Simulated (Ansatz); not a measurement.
One change: `C1=CC1` becomes `BC1=CC1`.

Ansatz, PBE0-D4/def2-TZVP geometries, multiplicity 1. 

```csv
property,`C1=CC1`
vertical ionisation energy (CCSD(T)/CBS(def2)) / eV,10.06
LUMO energy (PBE/def2-TZVPP) / eV,-0.97
LUMO energy (ωB97M-V/def2-TZVPP) / eV,2.27
HOMO–LUMO gap (PBE0/def2-TZVPP) / eV,7.35
HOMO energy (B3LYP/def2-TZVPP) / eV,-7.03
HOMO energy (PBE/def2-TZVPP) / eV,-6.09
```

What does the change do to each property? (An estimate is asked.)

The calculation gave: 
| property | `BC1=CC1` | shift |
| --- | --- | --- |
| vertical ionisation energy (CCSD(T)/CBS(def2)) / eV | 10.47 | 0.41 |
| LUMO energy (PBE/def2-TZVPP) / eV | -1.09 | -0.12 |
| LUMO energy (ωB97M-V/def2-TZVPP) / eV | 2.06 | -0.21 |
| HOMO–LUMO gap (PBE0/def2-TZVPP) / eV | 7.77 | 0.42 |
| HOMO energy (B3LYP/def2-TZVPP) / eV | -7.61 | -0.58 |
| HOMO energy (PBE/def2-TZVPP) / eV | -6.65 | -0.56 |

With PBE0 the HOMO falls by 0.60 eV and the LUMO falls by 0.17 eV, so the gap widens by about 0.43 eV. PBE moves the HOMO by -0.56 eV and ωB97M-V by -0.57 eV. The zero-point energy changes by 31.7 kJ/mol with +6 modes.

B3LYP here is the variant with VWN-RPA as its local correlation; programs differ in this.
